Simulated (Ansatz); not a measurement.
C$_{3}$H$_{3}$AlCl$_{2}$O$_{2}$ (`[Cl][Al-]1([Cl])[O]C=CC=[O+]1`), relaxed with RKS PBE-D4/def2-SVP in Ansatz 0.2.0 from a rough embedded geometry. The force threshold is 0.03 eV/Å; the program also tests the step.

Charge 0, multiplicity 1.

Start:

```xyz
11

Cl   -2.826   -0.813   -1.828
Al   -1.327   -0.985   -0.223
Cl   -1.793   -2.686    1.054
O    -1.167    0.515    0.831
C     0.034    1.264    0.826
C     1.148    0.916    0.205
C     1.298   -0.316   -0.648
O     0.393   -1.151   -0.877
H     0.002    2.181    1.458
H     1.995    1.533    0.323
H     2.244   -0.458   -1.120
```

(1) By how much does the energy fall, and how many steps does the optimiser take? (Estimate.)

(2) Which bonds change most? (An estimate is asked.)

(3) Give the relaxed structure. (An estimate is asked.)

Results:

(1) The calculation gave: 80.08 kJ/mol, in 6 steps.

(2) Computed: O4–C5 from 1.415 to 1.285 Å; C6–C7 from 1.506 to 1.405 Å; Cl1–Al2 from 2.203 to 2.112 Å; C5–C6 from 1.322 to 1.405 Å.

(3) Ansatz gave: 
```xyz
11

Cl   -2.715   -0.675   -1.793
Al   -1.376   -1.039   -0.202
Cl   -1.722   -2.652    1.115
O    -1.133    0.520    0.768
C    -0.044    1.200    0.822
C     1.157    0.876    0.168
C     1.282   -0.273   -0.632
O     0.353   -1.130   -0.861
H    -0.084    2.118    1.447
H     2.025    1.538    0.289
H     2.257   -0.483   -1.122
```
